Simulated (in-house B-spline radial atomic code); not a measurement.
The outermost shell (largest non-relativistic mean radius) with and without relativity; Dirac values are averaged over j. Computed with an all-electron radial atomic-structure program (B-spline basis): non-relativistic Hartree-Fock and Dirac-Hartree-Fock, averages of the configuration (point nuclei without relativity, finite nuclei with it).

```csv
ion,configuration,outermost shell,radius non-relativistic (bohr),radius Dirac (bohr),radius change (%),level non-relativistic (eV),level Dirac (eV),spin-orbit splitting (eV)
Ga3+,[Ar] 3d10,3d,0.77384,0.77692,0.39824,-65.530,-65.041,0.5344
Ge3+,[Ar] 3d10 4s1,?,?,?,?,?,?,?
As3+,[Ar] 3d10 4s2,?,?,?,?,?,?,?
Se3+,[Ar] 3d10 4s2 4p1,4p,1.9121,1.9035,-0.45137,-41.930,-42.03,0.54887
Br3+,[Ar] 3d10 4s2 4p2,4p,1.79,1.7815,-0.47378,-45.541,-45.656,0.70495
Kr3+,[Ar] 3d10 4s2 4p3,4p,1.6839,1.6755,-0.49985,-49.211,-49.344,0.88747
```

(1) Fill in the row of Ge3+.

(2) Fill in the row of As3+.

(3) Which member changes most?

Results:

(1) outermost shell: 4s; radius non-relativistic (bohr): 1.9234; radius Dirac (bohr): 1.8963; radius change (%): -1.4096; level non-relativistic (eV): -44.074; level Dirac (eV): -44.728.

(2) outermost shell: 4s; radius non-relativistic (bohr): 1.8099; radius Dirac (bohr): 1.7841; radius change (%): -1.4277; level non-relativistic (eV): -47.388; level Dirac (eV): -48.099.

(3) Arsenic (As3+): its 4s shell contracts by 1.4 %.
